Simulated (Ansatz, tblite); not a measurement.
Cost and result up the ladder for Rb₄⁻ (4 atoms). Charge -1, multiplicity 2. Geometry: PBE/def2-TZVPD.

```xyz
4

Rb   -0.198    1.933    1.545
Rb    0.174   -1.938   -1.543
Rb    0.930   -2.462    3.173
Rb   -0.905    2.467   -3.175
```

Ansatz on 4 threads of Arm Neoverse V1 on a shared host; xTB runs through tblite on one thread. Times are rough, summed over both states, and most runs start from the orbitals of an earlier one. RPA@PBE/def2-TZVPD serves as the yardstick here, not as an exact answer. The other state is a quartet at its own geometry.

In the def2 sets Rb takes a core potential; there is no spin–orbit coupling. The xTB rows come from tblite. B3LYP takes the VWN-RPA correlation. HSE06 is defined as in plane-wave codes, on full-range PBE exchange. Correlated methods freeze no core orbitals; core or outer-core shells of Rb are correlated, in sets that lack core-valence functions. The structure comes from a short search, and lower isomers may exist.

Run but left out: HF/STO-3G, HF/def2-TZVPD, r2SCAN/def2-TZVPD, r2SCAN0/def2-TZVPD, MP2/def2-TZVPD, CCSD/def2-TZVPD, CCSD(T)/def2-TZVPD (doublet: ⟨S²⟩ 1.28 to 1.96, where a pure state has 0.75).

Correlated methods converge slowly with the basis.

xTB has no spin-polarisation term.

| level | functions | quartet − doublet (eV) | difference from RPA@PBE/def2-TZVPD (eV) | remarks |
| --- | --- | --- | --- | --- |
| PBE/def2-TZVPD | 132 | 0.34 | 0.06 | HOMO above zero (doublet), HOMO above zero (quartet) |
| GFN2-xTB | 16 | 1.75 | 1.46 | – |
| GFN1-xTB | 16 | 1.47 | 1.18 | – |
| RPA@PBE/def2-TZVPD | 132 | 0.29 | 0.00 | – |
| B3LYP/def2-TZVPD | 132 | 0.34 | 0.05 | HOMO above zero (quartet) |
| HSE06/def2-TZVPD | 132 | 0.31 | 0.03 | HOMO above zero (doublet), HOMO above zero (quartet) |
| PBE0/def2-TZVPD | 132 | 0.30 | 0.01 | – |
| CAM-B3LYP/def2-TZVPD | 132 | 0.29 | 0.00 | spin-contaminated (⟨S²⟩ 0.86) (doublet) |

Task: Estimate how long each takes.

Result: GFN1-xTB 0.004 s; GFN2-xTB 0.005 s; RPA@PBE/def2-TZVPD 13 s; PBE/def2-TZVPD 14 s; B3LYP/def2-TZVPD 17 s; HSE06/def2-TZVPD 18 s; PBE0/def2-TZVPD 19 s; CAM-B3LYP/def2-TZVPD 25 s. On shared hardware such times vary by a factor of up to 3.
